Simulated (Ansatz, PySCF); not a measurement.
Ways to break one bond of BOC:

A. BOC → [BH2] (BH2) + C[O]
B. BOC -> BO[CH2] + H atom
C. BOC -> [BH]OC + H atom
D. BOC -> B[O] + [CH3] (CH3)

Quantity: bond dissociation energy (enthalpy at 298 K, with B3LYP-D3(BJ) rigid-rotor harmonic-oscillator terms), kcal/mol. Each molecule is optimised on its own at B3LYP-D3(BJ)/def2-TZVP (Ansatz, an electronic-structure program), one conformer each, not searched for the lowest. Frequencies are from Ansatz or PySCF. Correlated levels leave the core frozen unless marked. UHF or UKS for open shells. No spin-orbit coupling. No relativistic terms. CBS marks a two-point X^-3 extrapolation of the correlation energy; Hartree-Fock from the larger set. [CCSD(T)-MP2]/basis is that difference in the basis named.

Problem. Rank them by bond dissociation energy at RI-MP2/CBS(aug-cc-pVTZ,aug-cc-pVQZ)+[CCSD(T)-MP2]/aug-cc-pVTZ (Ansatz), lowest first.

Solution. D (78.6 kcal/mol), B (99.0 kcal/mol), C (106.0 kcal/mol), A (141.5 kcal/mol)
